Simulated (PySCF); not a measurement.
B(All)(F)(OH) (C3H6BFO), SMILES C=CCB(O)F.

Geometry optimised at B3LYP-D3(BJ)/def2-SVP. This is a generated structure with no PubChem entry under its InChIKey; it may be hypothetical. Other conformers were not sampled.

Two levels are set side by side: TDA-PBE/def2-SVPD (PySCF) and TDA-LC-ωPBE/def2-SVPD (PySCF). Vertical, same geometry. The lowest singlet is HOMO→LUMO+1 91 % with PBE and HOMO→LUMO+1 87 % with the other functional; states are paired by order. Differences are taken from unrounded values.

```csv
quantity,TDA-PBE
lowest singlet excitation (eV),6.24
lowest triplet excitation (TDA) (eV),4.38
first bright state (f over 0.05) (eV),6.88
its oscillator strength,0.12
```

These are the TDA-PBE values. What does TDA-LC-ωPBE give? (An estimate is asked for; the answer gives what the named calculation found.)


```tsv
quantity	TDA-LC-ωPBE	TDA-PBE minus TDA-LC-ωPBE
lowest singlet excitation (eV)	7.55	-1.31
lowest triplet excitation (TDA) (eV)	4.16	0.21
first bright state (f over 0.05) (eV)	7.55	-0.67
its oscillator strength	0.31	-0.19
```

Functionals without exact exchange tend to place singlet excitations lower, as here. Differences between two approximate levels are no errors against the true value.

Rough cost on one machine, each run with all the roots and properties that it gave: TDA-LC-ωPBE against TDA-PBE about 3 times.
